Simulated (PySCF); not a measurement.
C2H5I, charge +1, multiplicity 2. Atoms are numbered in the order given.

```xyz
8

C     -0.4180    -2.4723     0.0000
C      0.6677    -1.4487     0.0000
I     -0.0404     0.6547     0.0000
H     -1.0481    -2.4357     0.8996
H      0.0994    -3.4503     0.0000
H     -1.0481    -2.4357    -0.8996
H      1.3188    -1.4253     0.8939
H      1.3188    -1.4253    -0.8939
```
Charge +1, spin multiplicity 2.

Geometry: r2SCAN-D4/def2-SVP. The multiplicity is an assumed one; other spin states were not compared. The def2 effective core potentials stand for the cores of I; spin–orbit coupling is left out.

Calculation: r2SCAN-D4/def2-SVP (PySCF).

Frequencies are harmonic and unscaled.

Problem. List the normal modes with their intensities. (The exact figures need the calculation; the answer reports its results.)

Solution. 
```
mode  ν (cm⁻¹)  IR (km/mol)  moving atoms (share of kinetic energy)
----  --------  -----------  --------------------------------------
1          230          0.2                          H 89 %, C 10 %
2          242         13.0                  C 63 %, H 22 %, I 15 %
3          381         14.8                          C 76 %, H 18 %
4          558          4.3                          H 84 %, C 16 %
5          889          7.3                                  H 94 %
6          922         47.2                          H 69 %, C 31 %
7         1083         15.8                          C 66 %, H 34 %
8         1181         49.5                          H 85 %, C 15 %
9         1194          0.3                          H 77 %, C 23 %
10        1366         19.4                          H 87 %, C 13 %
11        1395         45.3                          H 82 %, C 18 %
12        1422         28.1                                  H 97 %
13        1456          6.8                                  H 94 %
14        3030         85.2                                  H 95 %
15        3032          9.6                                  H 96 %
16        3051         19.0                           H 91 %, C 9 %
17        3132          7.8                           H 91 %, C 9 %
18        3179          1.8                          H 90 %, C 10 %
```
